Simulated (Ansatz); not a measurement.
Geometry optimisation, Ansatz 0.2.0, RKS B3LYP-D4/def2-SVP.

input.yaml

```yaml
crystal:
  periodic: [false, false, false]
  atoms:
    - { symbol: B, position_ang: [-0.9968, -0.0299, 1.3089] }
    - { symbol: C, position_ang: [-0.3109, -0.6122, 0.0372] }
    - { symbol: Si, position_ang: [1.0495, -1.7199, 0.5924] }
    - { symbol: Al, position_ang: [0.5013, 0.8623, -1.1038] }
    - { symbol: "N", position_ang: [-0.7457, 2.1576, -1.8552] }
    - { symbol: H, position_ang: [-0.4516, 0.7022, 2.0666] }
    - { symbol: H, position_ang: [-2.171, -0.1803, 1.4678] }
    - { symbol: H, position_ang: [-0.9916, -1.1862, -0.5648] }
    - { symbol: H, position_ang: [0.5395, -2.7877, 1.4791] }
    - { symbol: H, position_ang: [2.0536, -0.9416, 1.4159] }
    - { symbol: H, position_ang: [1.7462, -2.301, -0.5439] }
    - { symbol: H, position_ang: [2.0155, 0.9406, -1.3674] }
    - { symbol: H, position_ang: [-1.4327, 1.67533, -2.54375] }
    - { symbol: H, position_ang: [-0.16254, 2.78515, -2.49353] }
basis:
  gaussian: { orbitals: def2-SVP }
hamiltonian:
  xc: b3lyp
  dispersion: d4
relax:
  f_tol: 0.015
  max_steps: 40
```

Run as:

```bash
$ ansatz run input.yaml --threads 2 --pin off --max-ram 3072MiB --backend cpu --events-out ev --progress --plain --runs-dir out
```

Problem. Where does it end, and by what steps?

Solution. The run converged. After 20 steps the energy has fallen by 0.863 eV; H12 moved furthest, 1.00 Å.

| step | energy less start (eV) | largest force component (eV/Å) | accepted |
| --- | --- | --- | --- |
| 0 | 0.0000 | 2.492 | yes |
| 1 | -0.3603 | 1.368 | yes |
| 2 | -0.5849 | 1.551 | yes |
| 3 | -0.7792 | 0.458 | yes |
| 4 | -0.8283 | 0.667 | yes |
| 5 | -0.8437 | 0.267 | yes |
| 6 | -0.8454 | 0.262 | yes |
| 7 | -0.8578 | 0.074 | yes |
| 8 | -0.8590 | 0.032 | yes |
| 9 | -0.8595 | 0.027 | yes |
| 10 | -0.8598 | 0.053 | yes |
| 11 | -0.8604 | 0.035 | yes |
| 12 | -0.8607 | 0.029 | yes |
| 13 | -0.8612 | 0.027 | yes |
| 14 | -0.8615 | 0.042 | yes |
| 15 | -0.8619 | 0.048 | yes |
| 16 | -0.8621 | 0.061 | yes |
| 17 | -0.8609 | 0.163 | no |
| 18 | -0.8624 | 0.044 | yes |
| 19 | -0.8626 | 0.023 | yes |
| 20 | -0.8627 | 0.010 | yes |

```xyz
14
Properties=species:S:1:pos:R:3
B -0.940 0.151 1.368
C -0.369 -0.553 0.144
Si 1.047 -1.759 0.466
Al 0.416 0.966 -0.866
N -0.540 1.638 -2.198
H -0.206 0.557 2.245
H -2.123 0.381 1.472
H -1.133 -0.979 -0.531
H 0.540 -3.019 1.086
H 2.051 -1.138 1.376
H 1.741 -2.139 -0.805
H 1.857 1.537 -0.580
H -1.479 1.352 -2.459
H -0.218 2.372 -2.823
```

Time of the run: 2.3 min on 2 threads of Intel(R) Xeon(R) Platinum 8259CL CPU @ 2.50GHz (Skylake/Cascade Lake), on a shared host, peak memory 0.32 GiB.
